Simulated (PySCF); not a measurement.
Ga(I)2(OH) (GaHI2O), SMILES [OH][Ga]([I])[I].

Geometry optimised at B3LYP-D3(BJ)/def2-SVP. The def2 effective core potentials stand for the cores of I; spin–orbit coupling is left out. One conformer was computed; it need not be the lowest.

Computed with PBE/def2-TZVP (PySCF).

Computed frontier levels, gap, dipole moment and polarisability:
| Item | Value |
|---|---|
| highest occupied level | -6.73 eV |
| lowest empty level | -2.99 eV |
| orbital gap | 3.74 eV |
| dipole moment | 1.07 D |
| quadrupole, principal values (traceless, Buckingham form, about the centre of nuclear charge) | -6.87, 0.04, 6.83 D·Å |
| mean static polarisability | 100.9 bohr³ (14.95 Å³) |
| polarisability, principal values | 67.7, 92.6, 142.4 bohr³ |
